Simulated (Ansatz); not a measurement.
GeH2(OiPr)2 (C6H16GeO2). Charge 0, multiplicity 1. Geometry PBE-D4/def2-SVP, basis def2-TZVP, Ansatz.

```tsv
run	HOMO (eV)	LUMO (eV)
A	-6.46	0.12
B	-7.67	0.68
C	-11.53	3.66
D	-9.11	1.63
E	-7.03	0.45
F	-6.14	-0.25
```

Problem. The runs used CAM-B3LYP, HF, PBE, PBE0, r2SCAN, r2SCANh. Estimate which is which.

Solution. A r2SCAN (0 % exact exchange); B PBE0 (25 % exact exchange); C HF (100 % exact exchange); D CAM-B3LYP (range-separated); E r2SCANh (10 % exact exchange); F PBE (0 % exact exchange). Exact exchange lowers occupied and raises empty levels; among semilocal functionals meta-GGAs tend to open the gap a little, and such runs are hard to tell apart. The gap grows from 5.89 eV (PBE) to 15.19 eV (HF).
